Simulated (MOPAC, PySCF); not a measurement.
[Cu(H2O)(F)], neutral singlet in the gas phase. 

Cartesian coordinates (Å):
```xyz
5

Cu    -0.0851    -0.1144     0.0072
O     -0.8547    -1.3756     1.2461
H     -0.5577    -1.1933     2.1598
H     -0.5453    -2.2826     1.0513
F      0.6123     1.0187    -1.1121
```
Charge 0, multiplicity 1.

All levels are single points at this geometry (TPSS-D3(BJ)/def2-SVP); Pople sets use spherical d functions. Orbital energies aren't observables, and empty levels follow the basis.

B3LYP-D3(BJ)/def2-TZVP in PySCF gives dipole (D) = 7.93.

Estimate the dipole (D) from each of these levels: TPSSh-D3(BJ)/def2-TZVP in PySCF; B3LYP/3-21G in PySCF; B3LYP/6-311+G** (LANL2DZ on Cu) in PySCF; B3LYP/6-31G* (LANL2DZ on Cu) in PySCF; B3LYP/LANL2DZ in PySCF; BP86/6-31G* (LANL2DZ on Cu) in PySCF; PBE/6-31G* (LANL2DZ on Cu) in PySCF; HF/3-21G in PySCF; HF/6-31G* (LANL2DZ on Cu) in PySCF; HF/STO-3G in PySCF; PM6 in MOPAC; PM7 in MOPAC.


| level | dipole (D) |
|---|---|
| TPSSh-D3(BJ)/def2-TZVP in PySCF | 7.82 |
| B3LYP/3-21G in PySCF | 6.83 |
| B3LYP/6-311+G** (LANL2DZ on Cu) in PySCF | 8.23 |
| B3LYP/6-31G* (LANL2DZ on Cu) in PySCF | 7.40 |
| B3LYP/LANL2DZ in PySCF | 8.14 |
| BP86/6-31G* (LANL2DZ on Cu) in PySCF | 7.02 |
| PBE/6-31G* (LANL2DZ on Cu) in PySCF | 6.95 |
| HF/3-21G in PySCF | 8.39 |
| HF/6-31G* (LANL2DZ on Cu) in PySCF | 8.58 |
| HF/STO-3G in PySCF | 4.62 |
| PM6 in MOPAC | 7.67 |
| PM7 in MOPAC | 9.12 |
